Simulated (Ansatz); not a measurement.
Ge5H4⁺. Charge 1, multiplicity 2. Geometry r2SCAN-D4/def2-SVP; atoms count from 1.

```xyz
9

Ge   -1.679   -0.842    0.515
Ge    0.673    0.623   -1.415
Ge   -1.471    1.408   -0.473
Ge    0.620   -1.784    0.049
Ge    0.443    0.491    1.050
H    -2.455   -1.132    1.810
H     1.318    1.134    2.116
H     2.015    1.108   -1.960
H     0.535   -1.004   -1.692
```

The structure comes from a short search, and lower isomers may exist.

Problem. Estimate the Mulliken populations from the PBE0/def2-TZVP orbitals of Ansatz.

Solution. 
```csv
atom,charge (e),spin (α − β)
Ge1,0.07,0.19
Ge2,0.01,0.11
Ge3,0.25,0.41
Ge4,0.19,0.31
Ge5,-0.07,0.00
H6,0.13,-0.02
H7,0.14,0.00
H8,0.14,0.00
H9,0.13,0.01
```
Mulliken values depend strongly on the basis.

Problem. Where does the spin sit?

Solution. Summed by element: Ge 1.01, H -0.01, of 1 unpaired in all. Largest on single atoms: Ge3 0.41, Ge4 0.31, Ge1 0.19.

Problem. And the Mayer bond orders between heavy atoms (over 0.3)?

Solution. Ge1–Ge3 0.80 (2.47 Å); Ge1–Ge4 0.74 (2.53 Å); Ge1–Ge5 0.64 (2.56 Å); Ge2–Ge3 0.79 (2.47 Å); Ge2–Ge4 0.40 (2.82 Å); Ge2–Ge5 0.73 (2.48 Å); Ge3–Ge5 0.63 (2.61 Å); Ge4–Ge5 0.78 (2.49 Å).
